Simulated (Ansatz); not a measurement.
Geometry optimisation, RKS PBE-D4/def2-SVP in Ansatz 0.2.0.

Input:

```yaml
crystal:
  periodic: [false, false, false]
  atoms:
    - { symbol: Si, position_ang: [-0.28983, -0.63226, 0.19327] }
    - { symbol: Te, position_ang: [1.13307, 1.34465, 0.58613] }
    - { symbol: H, position_ang: [-1.71403, -0.72018, 0.53816] }
    - { symbol: H, position_ang: [0.16591, -1.88057, -0.43042] }
    - { symbol: H, position_ang: [1.50835, 0.72741, 2.04479] }
total_charge: 1
basis:
  gaussian: { orbitals: def2-SVP }
hamiltonian:
  xc: pbe
  dispersion: d4
relax:
  f_tol: 0.015
  max_steps: 40
output:
  orbitals: {}
```

Command:

```bash
$ ansatz run input.yaml --threads 1 --pin off --max-ram 2048MiB --backend cpu --events-out ev --progress --plain --runs-dir out
```

Problem. Where does it end, and by what steps?

Solution. The run converged. Limits of this set-up: the dipole of an ion depends on the origin. After 10 steps the energy has fallen by 1.005 eV; H5 moved furthest, 0.92 Å.

```csv
step,energy less start (eV),largest force component (eV/Å),accepted
0,0.0000,1.135,yes
1,-0.0591,0.449,yes
2,-0.0888,0.097,yes
3,-0.1054,0.166,yes
4,-0.1726,0.291,yes
5,-0.3722,0.810,yes
6,-0.5989,1.025,yes
7,-0.8376,0.779,yes
8,-0.9808,0.410,yes
9,-1.0046,0.106,yes
10,-1.0053,0.006,yes
```

```xyz
5
Properties=species:S:1:pos:R:3
Si -0.408 -0.613 0.317
Te 0.635 1.375 1.155
H -1.843 -0.533 -0.083
H 0.353 -1.893 0.198
H 2.066 0.503 1.345
```

Whether the end is a true minimum wasn't checked by a vibrational analysis.

Run time: 12 s on 1 CPU thread of a shared host.
